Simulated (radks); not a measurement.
Excited configurations of Dy+: one electron is placed in a higher orbital outside [Xe] 4f10. The ground configuration is [Xe] 4f10 6s1. All-electron calculation, Dirac Kohn-Sham, PBE, spin-unpolarised, spherical densities, finite nucleus; open shells fill j = l - 1/2 first; Fermi nuclear charge, rms radius 5.2218 fm. Program: a radial shooting solver on a logarithmic mesh with Libxc functionals. Excitation = E - E(ground); binding = E(ion) - E, where the ion is the core of charge +2; n* = 2/sqrt(2 binding) in atomic units, and the quantum defect is n - n*.

| outer orbital | excitation (eV) | binding (eV) | n* | quantum defect | eigenvalue (eV) | <r> (bohr) |
|---|---|---|---|---|---|---|
| 5f5/2 | 8.164 | 3.497 | 3.945 | 1.055 | -2.486 | 8.717 |
| 6p1/2 | 3.167 | 8.494 | 2.531 | 3.469 | -6.317 | 4.593 |
| 6d3/2 | 6.940 | 4.722 | 3.395 | 2.605 | -3.535 | 7.501 |
| 6f5/2 | 9.304 | 2.357 | 4.805 | 1.195 | -1.790 | 14.87 |
| 7s1/2 | 6.109 | 5.553 | 3.131 | 3.869 | -4.394 | 7.656 |
| 7p1/2 | 7.159 | 4.502 | 3.477 | 3.523 | -3.520 | 9.015 |
| 7d3/2 | 8.755 | 2.907 | 4.327 | 2.673 | -2.268 | 13.18 |
| 7f5/2 | 9.979 | 1.683 | 5.686 | 1.314 | -1.322 | 22.36 |

Estimate the row for 5d3/2.

Answer. excitation (eV) 2.008; binding (eV) 9.654; n* 2.374; quantum defect 2.626; eigenvalue (eV) -5.904; <r> (bohr) 2.937. The Delta-SCF ionisation energy is 11.662 eV (NIST Atomic Spectra Database: 11.65 eV, semi-empirical). Self-interaction in the functional shifts the binding energies and quantum defects, so they are the method's values and not measured ones. Spin polarisation and multiplet splitting are left out, so open shells lie too high by an amount that depends on their filling.

Beside tabulated values, note that spin-unpolarised runs miss the spin-polarisation part of the exchange energy of open shells.
